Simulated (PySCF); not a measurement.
CH$_{5}$BF$_{2}$O$_{2}$Si, singlet, at a GFN2-xTB geometry. Base run: CASSCF(6,4)/STO-3G (PySCF).

Here is a job for PySCF.
```python
from pyscf import gto, scf, mcscf
import numpy

mol = gto.Mole()
mol.atom = '''
    Si    1.306206    0.440368   -0.234471
    F     0.672111    1.896166    0.017924
    F     1.625723   -0.042757    1.257209
    C    -0.002210   -0.646977   -1.035431
    B    -1.372550   -0.740071   -0.175208
    O    -1.892793   -1.921226    0.217080
    O    -2.073760    0.355217    0.169281
    H     2.573064    0.640002   -0.897107
    H    -0.243241   -0.229741   -2.014835
    H     0.407277   -1.639391   -1.224760
    H    -1.408887   -2.709854   -0.018220
    H    -1.687172    1.203435   -0.040939
'''
mol.basis = 'sto-3g'
mol.charge = 0
mol.spin = 0
mol.verbose = 4
mol.build()

mf = scf.RHF(mol)
mf.kernel()
mc = mcscf.CASSCF(mf, 4, 6)
mc.fix_spin_(ss=0.0)
mc.kernel()
occ = numpy.linalg.eigvalsh(mc.fcisolver.make_rdm1(mc.ci, mc.ncas, mc.nelecas))[::-1]
ss = mc.fcisolver.spin_square(mc.ci, mc.ncas, mc.nelecas)[0]
print('natural occupations', occ.round(4), ' <S^2>', round(ss, 4))
```

Each row names what was changed in the base input (with any setting that the change needs).

```
change                                            ΔE vs base (mEh)                           natural occupations  <S^2> of the state  core-seconds (rough)        outcome
------------------------------------------------  ----------------  --------------------------------------------  ------------------  --------------------  -------------
base                                                         0.000                           2.00 1.99 1.99 0.02                0.00                     6      converged
state_average = 2 states                                     5.751                                             -                   -                    20      converged
active space = 8 electrons, 7 orbitals                     -30.611            2.00 1.99 1.98 1.98 0.03 0.02 0.01                0.00                    10      converged
active space = 4 electrons, 5 orbitals                     -12.862                      1.99 1.98 0.02 0.01 0.00                0.00                    10      converged
orbitals = fixed (CASCI)                                     6.647                           2.00 2.00 1.99 0.01                0.00                   0.9      converged
orbitals = fixed (CASCI); correction = SC-NEVPT2            -220.2                           2.00 2.00 1.99 0.01                0.00                   0.8      converged
conv_tol = 1e-5                                              0.003                           2.00 1.99 1.99 0.02                0.00                     5      converged
start = MP2 natural orbitals                                     -                                             -                   -                     -  not converged
correction = SC-NEVPT2                                      -226.7                           2.00 1.99 1.99 0.02                0.00                     6      converged
active space = 8 electrons, 9 orbitals                     -53.663  1.99 1.98 1.98 1.98 0.02 0.02 0.02 0.01 0.00                0.00                    20      converged
active space = 4 electrons, 3 orbitals                       0.029                                2.00 1.99 0.01                0.00                     9      converged
```

Active orbitals are taken around the Fermi level unless the row says otherwise; CASSCF can end in different local minima, and two programs can end on different orbitals. State-averaged rows give the lowest state.
